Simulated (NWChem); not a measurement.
System: ZnH2O2; SMILES [OH][Zn][OH]

NWChem input:

```
start job
memory heap 200 mb stack 900 mb global 1100 mb
geometry units angstroms noautoz
  Zn     0.000002     0.000001     0.090657
  O     -1.755055     0.191316     0.012992
  H     -2.247466    -0.433437     0.554365
  O      1.755057    -0.191314     0.012992
  H      2.247462     0.433435     0.554363
end
basis spherical
  * library def2-svpd
end
dft
  xc xcamb88 1.00 lyp 0.81 vwn_5 0.19 hfexch 1.00
  cam 0.33 cam_alpha 0.19 cam_beta 0.46
  iterations 150
end
tddft
  cis
  nroots 6
  notriplet
end
task tddft energy
```

Geometry: optimised at PBE0/def2-SVP.

Vertical excitations in the gas phase.

**Question.** Predict the main results of this run. (CAM-B3LYP/def2-SVPD, TDA.) Quantities: lowest excitation, singlet (eV); oscillator strength of that lowest state; lowest state with f > 0.02, singlet (eV); oscillator strength of that bright state; orbital gap (eV).

**Answer.** 
* **lowest excitation, singlet (eV)**: 5.84
* **oscillator strength of that lowest state**: 0.027
* **lowest state with f > 0.02, singlet (eV)**: 5.84
* **oscillator strength of that bright state**: 0.027
* **orbital gap (eV)**: 9.51
